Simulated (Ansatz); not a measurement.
Born–Oppenheimer molecular dynamics of Cl$_{3}$FH$_{4}$OSi (10 atoms, charge 0, multiplicity 1). It starts from a rough guess of a transition structure, not a stationary point.

These are results of UKS B3LYP-D4/STO-3G (Ansatz), not measurements.

| Property | Result |
| --- | --- |
| ensemble | NVE (velocity Verlet) |
| time step | 0.5 fs |
| steps asked | 150 |
| starting velocities drawn for | 100 K |
| seed | 181561 |

First frame:

```xyz
10
Properties=species:S:1:pos:R:3
Si -0.852 -0.810 0.695
H 0.474 -0.696 -0.621
Cl -2.632 -0.092 0.106
Cl -0.323 -0.831 2.627
Cl -1.039 -2.834 0.280
H 0.719 1.380 -0.038
F -0.209 1.087 0.670
H 1.085 -0.015 -0.985
O 1.551 1.175 -0.977
H 1.227 1.635 -1.755
```

Q: How far do the bonds stretch over the last three quarters of this one trajectory? (Pairs bonded in most of those frames.)

A: 
```
   bond  mean (Å)  spread (Å)  shortest  longest
 Si1–H2     1.526       0.174      1.25     1.75
Si1–Cl3     2.171       0.102      2.02     2.30
Si1–Cl4     2.167       0.105      2.01     2.30
Si1–Cl5     2.165       0.058      2.07     2.24
 Si1–F7     1.874       0.072      1.75     1.96
  H8–O9     1.019       0.033      0.95     1.09
 O9–H10     1.028       0.064      0.92     1.13
```

Mean temperature of the second half: 1157 K. The conserved energy stayed within 1.6 meV per atom of its start (net change -0.28 meV per atom), so the integration is sound. The system heated up, since it started high on the potential surface and ran downhill. A run of 0.075 ps of so small a system gives no equilibrium averages. The orbitals stay closed-shell, which can raise the energy where a bond breaks towards radicals; this wasn't checked here. Limits of this set-up: minimal basis.

The run took 13 min on 1 thread of Arm Neoverse V1, with other jobs on the host, peak memory 0.21 GiB.
